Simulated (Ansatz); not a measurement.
CH$_{7}$AlSi$_{2}$, SMILES `[SiH3][Al]1[CH2][SiH2]1`, 11 atoms. The species carries charge 0 and has multiplicity 1. All runs use 2 threads of an Arm Neoverse V1 on a shared host. Correlated methods freeze the cores.

Question: How many basis functions does each run have, and how long does it take in Ansatz? RKS ωB97M-V/def2-SVP energy; RKS PBE-D4/def2-TZVPP energy and forces; RKS r2SCAN-D4/def2-TZVPP energy and forces; RKS PBE0-D4/def2-SVP energy; RHF-CCSD(T)/def2-SVP energy; RKS LC-ωPBE/def2-TZVPP energy; direct RPA on PBE orbitals/def2-TZVPP energy; RKS PBE0-D4/def2-TZVP frequencies; RKS PBE0-D4/def2-QZVPP energy; RKS PBE0-D4/def2-TZVP relaxation (9 steps); RHF-CCSD(T)/def2-TZVPP energy; RKS ωB97M-V/def2-QZVPP energy. (Best estimate.)

Answer: Computed: Other jobs shared the machine, so times are rough.

```json
{"level": "RKS PBE0-D4/def2-SVP", "job": "energy", "functions": "103", "wall time": "2 s", "peak host memory (GiB)": "0.45"}
{"level": "RHF-CCSD(T)/def2-SVP", "job": "energy", "functions": "103", "wall time": "4.3 s", "peak host memory (GiB)": "0.45"}
{"level": "RKS PBE-D4/def2-TZVPP", "job": "energy and forces", "functions": "255", "wall time": "4.8 s", "peak host memory (GiB)": "0.34"}
{"level": "RKS LC-ωPBE/def2-TZVPP", "job": "energy", "functions": "255", "wall time": "5 s", "peak host memory (GiB)": "0.49"}
{"level": "RKS r2SCAN-D4/def2-TZVPP", "job": "energy and forces", "functions": "255", "wall time": "9.5 s", "peak host memory (GiB)": "0.36"}
{"level": "RKS ωB97M-V/def2-SVP", "job": "energy", "functions": "103", "wall time": "9.5 s", "peak host memory (GiB)": "0.45"}
{"level": "direct RPA on PBE orbitals/def2-TZVPP", "job": "energy", "functions": "255", "wall time": "11 s", "peak host memory (GiB)": "0.61"}
{"level": "RKS PBE0-D4/def2-QZVPP", "job": "energy", "functions": "477", "wall time": "18 s", "peak host memory (GiB)": "1.6"}
{"level": "RKS ωB97M-V/def2-QZVPP", "job": "energy", "functions": "477", "wall time": "41 s", "peak host memory (GiB)": "2"}
{"level": "RKS PBE0-D4/def2-TZVP", "job": "relaxation (9 steps)", "functions": "184", "wall time": "53 s", "peak host memory (GiB)": "0.46"}
{"level": "RKS PBE0-D4/def2-TZVP", "job": "frequencies", "functions": "184", "wall time": "4.2 min", "peak host memory (GiB)": "0.46"}
{"level": "RHF-CCSD(T)/def2-TZVPP", "job": "energy", "functions": "255", "wall time": "9.7 min", "peak host memory (GiB)": "2"}
```

LC-ωPBE has ω = 0.4 bohr⁻¹.
